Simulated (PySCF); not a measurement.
Cartesian coordinates (Å):
SMILES: BC(C)(C)C
```xyz
16

B      1.2060     0.7348     0.8338
C     -0.0112     0.1307     0.0743
C     -1.1875    -0.3039     0.9564
C     -0.5029     0.9408    -1.1312
C      0.7395    -1.1427    -0.4388
H      1.9974     1.4361     0.2552
H      1.4343     0.4120     1.9725
H     -0.8480    -0.9053     1.8122
H     -1.9117    -0.9056     0.3812
H     -1.7259     0.5696     1.3540
H     -1.0177     1.8575    -0.8066
H      0.3313     1.2386    -1.7830
H     -1.2173     0.3560    -1.7354
H      1.1021    -1.7797     0.3822
H      0.0250    -1.7410    -1.0293
H      1.5866    -0.8978    -1.0975
```
Charge 0, multiplicity 1.

What is the computed total energy, HOMO and LUMO (PBE-D3(BJ)/def2-TZVP (PySCF))?


| Property | Value |
|---|---|
| total energy | -183.6639 Ha |
| HOMO | -6.80 eV |
| LUMO | -2.11 eV |
